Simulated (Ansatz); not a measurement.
Cs4H5⁻. The state is a singlet with charge -1. Geometry r2SCAN-D4/def2-TZVPD, basis def2-TZVPD, Ansatz.

```xyz
9

Cs    1.127   -0.715    2.526
Cs    0.878    1.813   -2.105
Cs   -0.327   -2.093   -1.878
Cs   -1.888    1.773    1.289
H    -1.434    0.197    3.609
H     1.030    1.841    0.842
H    -1.727    0.598   -1.417
H     0.789   -2.858    0.651
H     1.551   -0.556   -3.516
```

| run | HOMO (eV) | LUMO (eV) |
| --- | --- | --- |
| A | -3.25 | 2.11 |
| B | -0.91 | 1.52 |
| C | -0.59 | 1.75 |
| D | -0.67 | 1.47 |
| E | -2.29 | 1.82 |
| F | -0.42 | 1.33 |

In the def2 sets Cs takes a core potential; there is no spin–orbit coupling. B3LYP takes the VWN-RPA correlation. HSE06 is defined as in plane-wave codes, on full-range PBE exchange. The structure comes from a short search, and lower isomers may exist.

**Question.** The runs used B3LYP, B97M-V, CAM-B3LYP, HSE06, r2SCANh, ωB97X-V. Estimate which is which.

**Answer.** A ωB97X-V (range-separated); B B3LYP (20 % exact exchange); C r2SCANh (10 % exact exchange); D HSE06 (range-separated); E CAM-B3LYP (range-separated); F B97M-V (0 % exact exchange). Exact exchange lowers occupied and raises empty levels; among semilocal functionals meta-GGAs tend to open the gap a little, and such runs are hard to tell apart. The gap grows from 1.75 eV (B97M-V) to 5.36 eV (ωB97X-V).
